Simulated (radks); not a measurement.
Excited configurations of the iridium ion Ir+: one electron is placed in a higher orbital outside [Xe] 4f14 5d7. The ground configuration is [Xe] 4f14 5d7 6s1. Method: scalar-relativistic Kohn-Sham, PBEsol, spin-polarised, spherical densities, point nucleus; open shells are filled with parallel spins first (spin-orbit coupling, left out, can overturn this in heavy ions); computed with a radial shooting solver on a logarithmic mesh with Libxc functionals. Excitation = E - E(ground); binding = E(ion) - E, where the ion is the core of charge +2; n* = 2/sqrt(2 binding) in atomic units, and the quantum defect is n - n*.

| outer orbital | excitation (eV) | binding (eV) | n* | eigenvalue (eV) | <r> (bohr) |
|---|---|---|---|---|---|
| 5f | 14.561 | 3.633 | 3.871 | -2.593 | 8.315 |
| 6p | 6.778 | 11.416 | 2.183 | -8.560 | 3.468 |
| 6d | 12.527 | 5.667 | 3.099 | -4.206 | 6.018 |
| 6f | 15.717 | 2.477 | 4.688 | -1.865 | 14.12 |
| 7s | 11.176 | 7.018 | 2.785 | -5.617 | 6.130 |
| 7p | 12.826 | 5.368 | 3.184 | -4.238 | 7.578 |
| 7d | 14.789 | 3.405 | 3.998 | -2.635 | 11.22 |
| 7f | 16.412 | 1.783 | 5.526 | -1.395 | 21.23 |

The Delta-SCF ionisation energy is 18.194 eV (NIST Atomic Spectra Database: 17.0 eV, semi-empirical). Self-interaction in the functional shifts the binding energies and quantum defects, so they are the method's values and not measured ones. Open shells are spherical and high-spin; term and fine-structure splittings are not resolved. Spin-orbit splitting is averaged out at the scalar-relativistic level.
